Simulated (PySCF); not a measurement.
Ligands exchanged one at a time, B H-SH. Isolated molecules, 0 K electronic values unless said otherwise. One relaxed conformer stands for each flexible species; it need not be the lowest. Strings in code marks are SMILES.

Quantity: redistribution energy (mixed species minus the weighted end members), in kcal/mol.

Level 1: B3LYP/3-21G // B3LYP-D3(BJ)/def2-TZVP (PySCF)
Level 2: BP86/6-31G* // B3LYP-D3(BJ)/def2-TZVP (PySCF)
Level 3: PBE/6-31G* // B3LYP-D3(BJ)/def2-TZVP (PySCF)
Level 4: HF/STO-3G // B3LYP-D3(BJ)/def2-TZVP (PySCF)

```json
[
 {"species": "2 of 3 H replaced by SH: `SBS` (H–S–B–S torsion 0°, S–B–S–H torsion 0°)", "level 2": "-7.84", "level 3": "-7.89", "level 4": "-5.95"},
 {"species": "1 of 3 H replaced by SH: `BS`", "level 2": "-8.65", "level 3": "-8.71", "level 4": "-6.27"}
]
```

Problem. What does level 1 give for each?

Solution. 
- 2 of 3 H replaced by SH: `SBS` (H–S–B–S torsion 0°, S–B–S–H torsion 0°): -7.23
- 1 of 3 H replaced by SH: `BS`: -7.81
